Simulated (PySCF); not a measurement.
ZnCl: one state, many levels of theory

State: ²Σ⁺ (doublet), unpaired electrons σ ↑. Set-up: basis Zn def2-TZVPPD, Cl def2-TZVPPD; no relativity; PySCF 2.14. De refers to Zn + Cl in their high-spin ground configurations, without counterpoise correction. The functionals are run spin-unrestricted. A positive dipole means Zn(−)Cl(+).

```
      Level  Re (Å)  ωe (cm⁻¹)  De (eV)  μ (D)  CPU s a point (SCF and correlation, without the integrals)
        UHF   2.188        381     2.00  -3.32                                                         3.8
    UHF-MP2   2.140        392     2.43    n/a                                                         7.3
UHF-SCS-MP2   2.155        386     2.23    n/a                                                         n/a
        PBE   2.173        355     2.28  -2.61                                                         2.8
       BP86   2.176        353     2.20  -2.62                                                         1.7
     r²SCAN   2.146        381     2.51  -2.65                                                         3.9
      M06-L   2.163        366     2.28  -2.86                                                         4.2
       PBE0   2.158        375     2.35  -2.82                                                         6.4
      B97-3   2.187        356     2.17  -2.93                                                         4.3
       MN15   2.146        386     2.28  -2.80                                                         6.7
  BHandHLYP   2.171        375     2.10  -3.12                                                         4.3
      ωB97X   2.152        380     2.11  -2.88                                                         8.1
```

Question: What does a quarter of exact exchange do here, going from PBE to PBE0?

Answer: PBE0 less PBE: -1.5 pm in Re, +5.6 % in ωe, +0.07 eV in De. Exact exchange removes part of the self-interaction that spreads semilocal densities, and in most molecules shortens and stiffens the bond and lowers De; here De goes the other way.

Question: What does the step from GGA to meta-GGA do here, going from PBE to r²SCAN?

Answer: r²SCAN less PBE: -2.7 pm in Re, +7.3 % in ωe, +0.23 eV in De. 

Correlated steps freeze 10 core orbitals. The state was picked by a PBE0 search and need not be the measured ground state.

The whole job (state search and all levels along the bond) took about 6.2 min on 2 threads of Arm Neoverse V1 (shared host), peak memory 5.7 GiB.
